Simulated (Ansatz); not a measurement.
# One arrangement of a pair

The pair of HF (SMILES F, atoms 1–2) and H2Te (SMILES [TeH2], atoms 3–5), both closed shells, in one local arrangement (a lower one may exist), relaxed at PBE0-D4/def2-TZVP:

```json
{"atom": "F1", "x (Å)": "-0.3466", "y (Å)": "0.4483", "z (Å)": "-2.3009"}
{"atom": "H2", "x (Å)": "-0.0855", "y (Å)": "0.3934", "z (Å)": "-1.4058"}
{"atom": "Te3", "x (Å)": "0.6574", "y (Å)": "0.2725", "z (Å)": "1.0483"}
{"atom": "H4", "x (Å)": "-0.9009", "y (Å)": "0.2688", "z (Å)": "1.6076"}
{"atom": "H5", "x (Å)": "0.6757", "y (Å)": "-1.3831", "z (Å)": "1.0508"}
```

Ansatz 0.2.0; basis: def2-TZVPPD, with def2-QZVPPD for the basis limit; cores frozen in the correlated methods. Filled d shells of the heavier atoms are correlated. Core potentials replace the inner electrons of the atoms past krypton. The def2 sets are not built for correlating such inner shells, so the correlated values are less sure here. B3LYP uses VWN-RPA correlation. Extrapolation: Hartree–Fock as exp(−7.88 √X), correlation as X^−2.97. Interaction energies count from these two fragments, frozen as in the pair, with the counterpoise correction; negative means bound.

Problem. What is the interaction energy by CCSD(T) at an estimated basis limit (MP2 extrapolated from triple and quadruple zeta, plus CCSD(T) − MP2 in triple zeta)? (To be estimated.)

Solution. Computed: -4.15 kcal/mol. Hartree–Fock alone gives -1.85 kcal/mol at the basis limit. It counts from the two fragments frozen as in the pair.

The same quantity by other methods in triple zeta, and each one's difference from that estimate:
| method | E_int (kcal/mol) | difference |
| --- | --- | --- |
| PBE-D4 | -5.99 | -1.84 |
| revPBE-D4 | -5.18 | -1.03 |
| BLYP-D4 | -5.21 | -1.07 |
| r2SCAN-D4 | -5.13 | -0.98 |
| B97M-V | -4.71 | -0.56 |
| PBE0-D4 | -5.43 | -1.28 |
| B3LYP-D4 | -5.07 | -0.93 |
| HSE06-D4 | -5.44 | -1.30 |
| wB97X-V | -4.65 | -0.50 |
| wB97M-V | -4.48 | -0.34 |
| B2PLYP | -4.09 | 0.05 |
| HF | -1.86 | 2.28 |
| MP2 | -3.87 | 0.28 |
| CCSD | -3.37 | 0.78 |
| CCSD(T) | -3.72 | 0.43 |
Differences are method less estimate.

Problem. Which atoms make the shortest contact between the fragments?

Solution. H2 and Te3, 2.57 Å apart.

Basis-set superposition shift (counterpoise-corrected less uncorrected): CCSD(T) 0.91; MP2 0.93; HF 0.03; PBE0-D4 0.03; wB97M-V 0.05 kcal/mol.

No T1 diagnostic of these runs exceeds 0.011.

For scale, one of the runs: CCSD(T)/def2-TZVPPD, 150 basis functions, launched by `ansatz run in.yaml --threads 2 --pin off --events-out ev --progress --plain --max-ram 5222MiB`. Time: 24 s of wall clock on 2 CPU threads of an Intel Xeon Platinum 8488C; the host was shared. Peak host memory: 1.1 GiB.
